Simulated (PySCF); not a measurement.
B$_{2}$Cl$_{4}$, triplet, at a GFN2-xTB geometry (a higher spin typed on purpose: for a closed-shell molecule this is an excited state). Base run: DF-B3LYP/pcseg-1 run with PySCF.

The PySCF input:
```python
from pyscf import gto, scf, dft

mol = gto.M(
    atom='''
Cl   -1.539468   -1.666781   -0.108212
B    -0.800127   -0.077470   -0.064743
Cl   -1.826157    1.340912   -0.164120
B     0.800127    0.077470    0.064743
Cl    1.826157   -1.340912    0.164120
Cl    1.539468    1.666781    0.108212
''',
    basis='pcseg-1',
    charge=0,
    spin=2,
    verbose=4,
)

mf = dft.UKS(mol)
mf.xc = 'b3lyp'
mf = mf.density_fit(auxbasis='def2-universal-jkfit')
mf.kernel()
mf.analyze()
```

The base run was repeated with changes; each row names its change, and settings that it needs were set with it.

```json
[
 {"change": "base", "basis functions": "100", "E (Eh)": "-1890.51354", "HOMO (eV)": "-5.78", "core-seconds (rough)": "10"},
 {"change": "basis = STO-3G", "basis functions": "46", "E (Eh)": "-1869.85138", "HOMO (eV)": "-4.12", "core-seconds (rough)": "3"},
 {"change": "basis = 6-31G**", "basis functions": "100", "E (Eh)": "-1890.50512", "HOMO (eV)": "-5.60", "core-seconds (rough)": "8"},
 {"change": "basis = cc-pVDZ", "basis functions": "100", "E (Eh)": "-1890.60892", "HOMO (eV)": "-5.49", "core-seconds (rough)": "8"},
 {"change": "basis = cc-pV(D+d)Z", "basis functions": "120", "E (Eh)": "-1890.61606", "HOMO (eV)": "-5.49", "core-seconds (rough)": "10"},
 {"change": "basis = 6-31+G*", "basis functions": "124", "E (Eh)": "-1890.51175", "HOMO (eV)": "-5.72", "core-seconds (rough)": "10"},
 {"change": "basis = 6-311G**", "basis functions": "___", "E (Eh)": "___", "HOMO (eV)": "___", "core-seconds (rough)": "10"},
 {"change": "basis = def2-SVPD", "basis functions": "___", "E (Eh)": "___", "HOMO (eV)": "-5.78", "core-seconds (rough)": "10"},
 {"change": "basis = aug-cc-pVDZ", "basis functions": "___", "E (Eh)": "___", "HOMO (eV)": "-5.70", "core-seconds (rough)": "10"},
 {"change": "basis = 6-311++G**", "basis functions": "___", "E (Eh)": "___", "HOMO (eV)": "___", "core-seconds (rough)": "10"},
 {"change": "basis = pc-2", "basis functions": "196", "E (Eh)": "-1890.70767", "HOMO (eV)": "-5.71", "core-seconds (rough)": "20"},
 {"change": "basis = pcseg-2", "basis functions": "196", "E (Eh)": "-1890.70057", "HOMO (eV)": "-5.70", "core-seconds (rough)": "20"},
 {"change": "basis = def2-TZVP", "basis functions": "210", "E (Eh)": "-1890.66241", "HOMO (eV)": "-5.64", "core-seconds (rough)": "20"}
]
```

Some entries are withheld; supply them.


- basis = 6-311G**, basis functions: 140
- basis = 6-311G**, E (Eh): -1890.64291
- basis = 6-311G**, HOMO (eV): -5.81
- basis = def2-SVPD, basis functions: 148
- basis = def2-SVPD, E (Eh): -1890.00338
- basis = aug-cc-pVDZ, basis functions: 154
- basis = aug-cc-pVDZ, E (Eh): -1890.62084
- basis = 6-311++G**, basis functions: 164
- basis = 6-311++G**, E (Eh): -1890.64817
- basis = 6-311++G**, HOMO (eV): -5.74

Totals compare only among sets that treat the same electrons; sets with core potentials leave the core out.

Open shells are given as the SCF converged; they aren't shown to be the lowest states, and a large step between rows can be another state.
